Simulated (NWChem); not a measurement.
System: BF2, doublet; SMILES F[B]F

NWChem input:

```
start job
memory heap 200 mb stack 900 mb global 1100 mb
geometry units angstroms noautosym nocenter noautoz
  F      1.136628     0.000000    -0.131689
  B      0.000000     0.000000     0.512857
  F     -1.136628     0.000000    -0.131689
end
basis spherical
  F library iglo-ii
  B library iglo-ii
end
dft
  odft
  mult 2
  xc xpbe96 cpbe96
  iterations 150
end
property
  hyperfine
end
task dft property
```

NWChem printed, in part:

```
             Northwest Computational Chemistry Package (NWChem) 7.3.0
             --------------------------------------------------------

                             Geometry "geometry" -> ""
                             -------------------------

 Output coordinates in angstroms (scale by  1.889725989 to convert to a.u.)

  No.       Tag          Charge          X              Y              Z
 ---- ---------------- ---------- -------------- -------------- --------------
    1 F                    9.0000     1.13662800     0.00000000    -0.13168900
    2 B                    5.0000     0.00000000     0.00000000     0.51285700
    3 F                    9.0000    -1.13662800     0.00000000    -0.13168900

 Effective nuclear repulsion energy (a.u.)      55.3040839151

  pbe96 is a nonlocal functional; adding pw91lda local functional.
                              NWChem Property Module
                              ----------------------

  itol2e modified to match energy
  convergence criterion.

                                 NWChem DFT Module
                                 -----------------

 Summary of "ao basis" -> "ao basis" (spherical)
 ------------------------------------------------------------------------------
       Tag                 Description            Shells   Functions and Types
 ---------------- ------------------------------  ------  ---------------------
 F                          iglo-ii                 10       22   5s4p1d
 B                          iglo-ii                 10       22   5s4p1d

  itol2e modified to match energy
  convergence criterion.

            General Information
            -------------------
          SCF calculation type: DFT
          Wavefunction type:  spin polarized.
          No. of atoms     :     3
          No. of electrons :    23
           Alpha electrons :    12
            Beta electrons :    11
          Charge           :     0
          Spin multiplicity:     2
          Use of symmetry is: off; symmetry adaption is: off
          Maximum number of iterations: 150
          AO basis - number of functions:    66
                     number of shells:    30
          Convergence on energy requested:  1.00D-07
          Convergence on density requested:  1.00D-05
          Convergence on gradient requested:  5.00D-04

              XC Information
              --------------
          PerdewBurkeErnzerhof Exchange Functional  1.000
            Perdew 1991 LDA Correlation Functional  1.000 local
           PerdewBurkeErnz. Correlation Functional  1.000 non-local

             Grid Information
             ----------------
          Grid used for XC integration:  fine
          Radial quadrature: Mura-Knowles
          Angular quadrature: Lebedev.
          Tag              B.-S. Rad. Rad. Pts. Rad. Cut. Ang. Pts.
          ---              ---------- --------- --------- ---------
          F                   0.50       70           7.0       590
          B                   0.85       70           7.0       590
          Grid pruning is: on
          Number of quadrature shells:   210
          Spatial weights used:  Erf1

      Superposition of Atomic Density Guess
      -------------------------------------

 Sum of atomic energies:        -223.34700273

      Non-variational initial energy
      ------------------------------

 Total energy =    -223.876240
 1-e energy   =    -420.137745
 2-e energy   =     140.957421
 HOMO         =      -0.154731
 LUMO         =       0.078324

   convergence    iter        energy       DeltaE   RMS-Dens  Diis-err
 ---------------- ----- ----------------- --------- --------- ---------
 d= 0,ls=0.0,diis     1   -224.3118290096 -2.80D+02  1.02D-02  3.89D-01
                                                     5.97D-03  3.66D-01
 d= 0,ls=0.0,diis     2   -224.1473478982  1.64D-01  4.84D-03  7.88D-01
                                                     4.66D-03  8.05D-01
 d= 0,ls=0.0,diis     3   -224.4002807021 -2.53D-01  9.81D-04  5.79D-02
                                                     8.07D-04  5.57D-02
 d= 0,ls=0.0,diis     4   -224.4140885112 -1.38D-02  6.67D-04  1.74D-03
                                                     2.76D-04  1.45D-03
 d= 0,ls=0.0,diis     5   -224.4148209723 -7.32D-04  3.67D-05  2.76D-05
                                                     3.05D-05  1.98D-05
  Resetting Diis
 d= 0,ls=0.0,diis     6   -224.4148291908 -8.22D-06  4.47D-06  6.93D-07
                                                     7.72D-06  1.39D-06
 d= 0,ls=0.0,diis     7   -224.4148295962 -4.05D-07  2.63D-06  1.99D-08
                                                     4.83D-07  3.58D-09
 d= 0,ls=0.0,diis     8   -224.4148295957  5.13D-10  7.62D-07  1.92D-08
                                                     7.61D-07  2.63D-08

         Total DFT energy =     -224.414829595720
      One electron energy =     -421.094253074933
           Coulomb energy =      166.141041320960
    Exchange-Corr. energy =      -24.765701756815
 Nuclear repulsion energy =       55.304083915068

 Numeric. integr. density =       23.000000079410

                    DFT Final Alpha Molecular Orbital Analysis
                    ------------------------------------------

 Vector   10  Occ=1.000000D+00  E=-4.018371D-01
              MO Center=  3.1D-07, -1.3D-09, -1.2D-01, r^2= 1.7D+00
   Bfn.  Coefficient  Atom+Function         Bfn.  Coefficient  Atom+Function
  ----- ------------  ---------------      ----- ------------  ---------------
    13      0.327268  1 F  py                57     -0.327268  3 F  py
    16      0.262052  1 F  py                60     -0.262052  3 F  py
    10      0.218667  1 F  py                54     -0.218667  3 F  py
     7      0.080557  1 F  py                51     -0.080557  3 F  py
    40      0.037811  2 B  d -2

 Vector   11  Occ=1.000000D+00  E=-3.860266D-01
              MO Center=  2.4D-07,  1.6D-09, -8.9D-02, r^2= 1.8D+00
   Bfn.  Coefficient  Atom+Function         Bfn.  Coefficient  Atom+Function
  ----- ------------  ---------------      ----- ------------  ---------------
    14      0.238728  1 F  pz                58     -0.238728  3 F  pz
    12      0.237513  1 F  px                56      0.237512  3 F  px
    17      0.184053  1 F  pz                61     -0.184053  3 F  pz
    15      0.173265  1 F  px                59      0.173265  3 F  px
    11      0.157130  1 F  pz                55     -0.157130  3 F  pz

 Vector   12  Occ=1.000000D+00  E=-2.087171D-01
              MO Center=  4.5D-09,  6.2D-11,  8.9D-01, r^2= 1.5D+00
   Bfn.  Coefficient  Atom+Function         Bfn.  Coefficient  Atom+Function
  ----- ------------  ---------------      ----- ------------  ---------------
    27      0.605576  2 B  s                 26      0.330931  2 B  s
    36      0.326138  2 B  pz                33      0.214311  2 B  pz
    17     -0.172961  1 F  pz                61     -0.172961  3 F  pz
    14     -0.162050  1 F  pz                58     -0.162050  3 F  pz
     5     -0.117102  1 F  s                 49     -0.117102  3 F  s

 Vector   13  Occ=0.000000D+00  E=-6.189343D-02
              MO Center=  8.2D-09, -8.8D-10,  4.9D-01, r^2= 1.9D+00
   Bfn.  Coefficient  Atom+Function         Bfn.  Coefficient  Atom+Function
  ----- ------------  ---------------      ----- ------------  ---------------
    35      0.561220  2 B  py                38      0.370774  2 B  py
    32      0.289671  2 B  py                16     -0.240288  1 F  py
    60     -0.240288  3 F  py                13     -0.176169  1 F  py
    57     -0.176169  3 F  py                10     -0.127119  1 F  py
    54     -0.127119  3 F  py                29      0.099329  2 B  py

 Vector   14  Occ=0.000000D+00  E= 7.913536D-02
              MO Center= -2.7D-07, -4.8D-11,  7.2D-01, r^2= 5.8D+00
   Bfn.  Coefficient  Atom+Function         Bfn.  Coefficient  Atom+Function
  ----- ------------  ---------------      ----- ------------  ---------------
    37      1.268626  2 B  px                 5     -0.333779  1 F  s
    49      0.333780  3 F  s                 34     -0.118080  2 B  px
    15     -0.116946  1 F  px                59     -0.116946  3 F  px
     4     -0.106651  1 F  s                 48      0.106651  3 F  s
    31      0.096305  2 B  px                14     -0.074197  1 F  pz

 Vector   15  Occ=0.000000D+00  E= 8.014790D-02
              MO Center=  2.6D-07,  5.6D-10, -5.6D-02, r^2= 5.0D+00
   Bfn.  Coefficient  Atom+Function         Bfn.  Coefficient  Atom+Function
  ----- ------------  ---------------      ----- ------------  ---------------
    39      1.093608  2 B  pz                27     -0.736249  2 B  s
     5      0.397571  1 F  s                 49      0.397571  3 F  s
     4      0.110275  1 F  s                 15     -0.110650  1 F  px
    48      0.110275  3 F  s                 59      0.110651  3 F  px
    17     -0.090016  1 F  pz                61     -0.090016  3 F  pz

                     DFT Final Beta Molecular Orbital Analysis
                     -----------------------------------------

 Vector    9  Occ=1.000000D+00  E=-4.351022D-01
              MO Center= -2.2D-07, -9.0D-10, -4.8D-02, r^2= 1.7D+00
   Bfn.  Coefficient  Atom+Function         Bfn.  Coefficient  Atom+Function
  ----- ------------  ---------------      ----- ------------  ---------------
    14      0.281952  1 F  pz                58      0.281952  3 F  pz
    17      0.214030  1 F  pz                61      0.214030  3 F  pz
    11      0.188210  1 F  pz                55      0.188210  3 F  pz
    26      0.110168  2 B  s                 12      0.099679  1 F  px
    56     -0.099679  3 F  px                15      0.080615  1 F  px

 Vector   10  Occ=1.000000D+00  E=-4.008219D-01
              MO Center=  3.5D-07, -8.4D-10, -1.2D-01, r^2= 1.7D+00
   Bfn.  Coefficient  Atom+Function         Bfn.  Coefficient  Atom+Function
  ----- ------------  ---------------      ----- ------------  ---------------
    13      0.327543  1 F  py                57     -0.327543  3 F  py
    16      0.262380  1 F  py                60     -0.262380  3 F  py
    10      0.218463  1 F  py                54     -0.218462  3 F  py
     7      0.080580  1 F  py                51     -0.080579  3 F  py
    40      0.036214  2 B  d -2

 Vector   11  Occ=1.000000D+00  E=-3.818152D-01
              MO Center=  3.0D-07,  1.2D-09, -9.1D-02, r^2= 1.8D+00
   Bfn.  Coefficient  Atom+Function         Bfn.  Coefficient  Atom+Function
  ----- ------------  ---------------      ----- ------------  ---------------
    14      0.244362  1 F  pz                58     -0.244362  3 F  pz
    12      0.230976  1 F  px                56      0.230976  3 F  px
    17      0.191702  1 F  pz                61     -0.191702  3 F  pz
    15      0.168280  1 F  px                59      0.168280  3 F  px
    11      0.160422  1 F  pz                55     -0.160422  3 F  pz

 Vector   12  Occ=0.000000D+00  E=-1.132767D-01
              MO Center= -6.1D-09, -1.0D-09,  9.6D-01, r^2= 1.6D+00
   Bfn.  Coefficient  Atom+Function         Bfn.  Coefficient  Atom+Function
  ----- ------------  ---------------      ----- ------------  ---------------
    27      0.807600  2 B  s                 26      0.272514  2 B  s
    36      0.216976  2 B  pz                 5     -0.196171  1 F  s
    49     -0.196171  3 F  s                 33      0.187267  2 B  pz
    14     -0.137577  1 F  pz                17     -0.137243  1 F  pz
    58     -0.137577  3 F  pz                61     -0.137243  3 F  pz

[...]

          ----------------------
          Hyperfine Interactions
          ----------------------

 Total Spin Density (Fermi Contact Term)
 ------------------ --------------------
     Atom            x         y         z       Density (a.u.)      Aiso(MHz)     Aiso(Gauss)
     1  19-F      2.14792   0.00000  -0.24886       0.130219        547.890167     195.500505
     2  11-B      0.00000   0.00000   0.96916       0.556823        798.687671     284.991140
     3  19-F     -2.14792   0.00000  -0.24886       0.130219        547.890200     195.500517

           -------------------------------------------
           Anisotropic Interaction (Spin-Dipolar Term)
           -------------------------------------------

 ------------------------------------------------------------
     Atom            x         y         z
 ------------------------------------------------------------
     1  19-F      2.14792   0.00000  -0.24886

   Spin-Dipolar term (a.u.)
        xx             yy             zz             xy             xz             yz
 ------------------------------------------------------------------------------------------
      -0.176516      -0.351819       0.528335       0.000000      -0.202379       0.000000

   Principal Comp. of -hf- tensor (au)            Anisotropic -hfcc- (MHz)               Anisotropic -hfcc- (Gauss)
 --------------------------------------------------------------------------------------------------------------------------
     -0.230490    -0.351819     0.582309    -115.758120  -176.692510   292.450630     -41.305306   -63.048175   104.353481

   Orientation of the principal axis of Hyperfine Tensor w.r.t absolute (molecular) frame
 --------------------------------------------------------------------------------------------------------------------------
      0.966227    -0.000000    -0.257693
      0.000000     1.000000     0.000000
      0.257693    -0.000000     0.966227

 ------------------------------------------------------------
     Atom            x         y         z
 ------------------------------------------------------------
     2  11-B      0.00000   0.00000   0.96916

   Spin-Dipolar term (a.u.)
        xx             yy             zz             xy             xz             yz
 ------------------------------------------------------------------------------------------
      -0.183599      -0.142651       0.326250      -0.000000      -0.000000      -0.000000

   Principal Comp. of -hf- tensor (au)            Anisotropic -hfcc- (MHz)               Anisotropic -hfcc- (Gauss)
 --------------------------------------------------------------------------------------------------------------------------
     -0.183599    -0.142651     0.326250     -31.434900   -24.423910    55.858810     -11.216735    -8.715044    19.931779

   Orientation of the principal axis of Hyperfine Tensor w.r.t absolute (molecular) frame
 --------------------------------------------------------------------------------------------------------------------------
      1.000000    -0.000000    -0.000000
      0.000000     1.000000    -0.000000
      0.000000     0.000000     1.000000

 ------------------------------------------------------------
     Atom            x         y         z
 ------------------------------------------------------------
     3  19-F     -2.14792   0.00000  -0.24886

   Spin-Dipolar term (a.u.)
        xx             yy             zz             xy             xz             yz
 ------------------------------------------------------------------------------------------
      -0.176516      -0.351819       0.528335      -0.000000       0.202379       0.000000

   Principal Comp. of -hf- tensor (au)            Anisotropic -hfcc- (MHz)               Anisotropic -hfcc- (Gauss)
 --------------------------------------------------------------------------------------------------------------------------
     -0.230490    -0.351819     0.582309    -115.758119  -176.692500   292.450620     -41.305306   -63.048171   104.353477

   Orientation of the principal axis of Hyperfine Tensor w.r.t absolute (molecular) frame
 --------------------------------------------------------------------------------------------------------------------------
      0.966227     0.000000     0.257693
     -0.000000     1.000000     0.000000
     -0.257693    -0.000000     0.966227
```

Level: PBE/IGLO-II, spin-unrestricted, contact and dipolar terms. In the optimisation the excess spin sits in a1 (C2v, its own frame). All runs use the structure optimised with PBE0/def2-SVP, spin-unrestricted. No stability test was run on the SCF state.
